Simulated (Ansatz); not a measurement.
A structure relaxed at PBE0-D4/def2-TZVP, charge 0, multiplicity 1:

```xyz
9

O    -0.787   -1.825    1.712
C    -0.681   -0.641    1.552
Ge    0.740    0.191    0.395
Al   -0.105    0.394   -1.930
H    -1.408    0.055    2.034
H     2.002   -0.674    0.545
H     1.021    1.581    1.010
H    -1.485    1.138   -2.171
H     0.703   -0.219   -3.148
```

Task: Give its formula and SMILES.

Result: CH5AlGeO, `O=[CH][GeH2][AlH2]`.

Task: Summarise the bond lengths by kind.

Result: 1 × C–O 1.199 Å; 1 × C–Ge 2.013 Å; 1 × C–H 1.116 Å; 1 × Al–Ge 2.482 Å; 2 × Ge–H 1.538 to 1.545 Å; 2 × Al–H 1.585 to 1.586 Å.

Program: Ansatz 0.2.0.
